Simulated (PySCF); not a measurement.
In(H)(Me)(OH) (CH5InO), SMILES [OH][InH][CH3]. Atoms are numbered in the order given.

```xyz
8

In     0.2917     0.0509     0.0000
H      1.9494     0.5670     0.0000
C     -0.7112    -1.8678     0.0000
H     -0.4301    -2.4451     0.8932
H     -1.7959    -1.6931     0.0000
H     -0.4301    -2.4451    -0.8932
O     -1.0788     1.5379     0.0000
H     -0.6909     2.4233     0.0000
```
Charge 0, spin multiplicity 1.

Coordinates come from a B3LYP-D3(BJ)/def2-SVP optimisation. The def2 effective core potentials stand for the cores of In; spin–orbit coupling is left out. The values are those of a single conformer.

Method: r2SCAN/def2-TZVPD in PySCF.

Mulliken values depend strongly on the basis, most of all with diffuse functions as here. ESP charges are fitted to the potential on shells at 1.4 to 2.0 van der Waals radii. Atomic charges (e):

```csv
atom,ESP fit,Mulliken
In1,0.85,0.83
H2,[?],-0.13
C3,-0.63,-0.90
H4,[?],0.22
H5,[?],0.22
H6,[?],0.22
O7,[?],-0.72
H8,0.34,0.26
```

Task: Fill in the missing entries. (The exact figures need the calculation; the answer reports its results.)

Result: 
- H2, ESP fit: -0.25
- H4, ESP fit: 0.13
- H5, ESP fit: 0.19
- H6, ESP fit: 0.13
- O7, ESP fit: -0.75
